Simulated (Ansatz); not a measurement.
Reaction (homolysis of the Ag–N bond): `C[N](C)[Ag]` → Ag• + `C[N]C`•

Computed with Ansatz on PBE0-D4/def2-TZVP structures; ΔE is electronic, products minus reactants. CBS: MP2 limit from def2 TZ/QZ plus the TZ coupled-cluster correction, frozen cores. DFT in def2-TZVPP. B3LYP here is the variant with VWN-RPA as its local correlation; programs differ in this. HSE06 is defined as in plane-wave codes. No spin–orbit coupling; open shells (•) take unrestricted orbitals. def2 core potentials past Kr. For Ag outer-core shells are correlated without core-valence functions, so the limit isn't a true one: a few kJ/mol of doubt a bond, and 10 to 20 or more in all where bonds break to atoms.

```
             level  ΔE (kJ/mol)  difference from CCSD(T)/CBS
          B3LYP-D4        106.2                        -21.3
          HSE06-D4        105.3                        -22.2
          BHLYP-D4         71.5                        -56.0
      CAM-B3LYP-D4        100.3                        -27.2
              BLYP        107.8                        -19.7
         CAM-B3LYP         91.7                        -35.8
    MP2/def2-TZVPP        145.1                         17.6
CCSD(T)/def2-TZVPP        120.2                         -7.3
SCS-MP2/def2-QZVPP        136.3                          8.8
      HF/CBS(def2)        -46.9                       -174.4
       CCSD(T)/CBS        127.5                            0
```

Largest T1 diagnostic among the species: 0.031, so the coupled-cluster value is less sure than usual.

The D4 term adds +15.9 kJ/mol with B3LYP and +8.3 kJ/mol with PBE0; it sums over pairs of atoms, weighted by their polarisabilities, and B3LYP, whose exchange is more repulsive, gets the larger term. Leaving LDA and LC-ωPBE aside and taking each functional with its dispersion term where it has one, the values, not all of them listed here, spread over 64.3 kJ/mol, from BHLYP-D4 to PBE-D4. LDA lies +64.9 kJ/mol from PBE without D4, its usual overbinding.

CCSD(T)/CBS has its own doubt, a few kJ/mol and more with outer-core shells, so smaller differences from it don't rank the levels.
